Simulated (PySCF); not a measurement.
A GIAO shielding run with PySCF 2.14.0 with density-fitted response routines (density fitting, non-relativistic, gas phase) on SMILES [SiH2]([SiH2]C#C)[SiH2]C1CCC1, C$_{6}$H$_{14}$Si$_{3}$:

```
$ OMP_NUM_THREADS=1 python probes_run.py task.json out

{"job": {"kind": "nmr", "xc": "PBE0", "basis": "pcSseg-1"}, "charge": 0, "multiplicity": 1}
C      4.506966    -1.256821     1.450279
C      4.216556    -0.355778     0.708782
Si     3.730077     1.006169    -0.446437
Si     1.524507     0.698547    -1.087653
Si    -0.027178     0.612049     0.630341
C     -1.794758     0.422438    -0.044223
C     -2.936620     0.197403     0.968116
C     -3.427566    -0.993526     0.134819
C     -2.146264    -0.924275    -0.707103
H      4.770850    -2.040633     2.101813
H      4.729875     0.976990    -1.524066
H      3.943675     2.255360     0.300713
H      1.178709     1.778400    -2.032359
H      1.432815    -0.510930    -1.924844
H     -0.019337     1.815297     1.476971
H      0.208160    -0.523768     1.534418
H     -2.036405     1.251321    -0.713497
H     -2.582347    -0.092416     1.956253
H     -3.638858     1.021925     1.080744
H     -4.325373    -0.768826    -0.438744
H     -3.585627    -1.921292     0.682276
H     -2.285983    -0.901111    -1.786975
H     -1.440625    -1.719539    -0.468082
```

Hardware: 1 thread of an Arm Neoverse N1, shared host. The job also computes population analyses, field gradients, ring-centre shieldings.

Task: How large is the calculation?

Result: 92 electrons, 244 basis functions and 1333 auxiliary functions.

Task: How long does it take, and how much memory does it need?

Result: 2.2 min of wall time, with 14 SCF cycles and 5 response iterations; peak memory 1.1 GiB. Times on a shared host scatter by some tens of per cent.
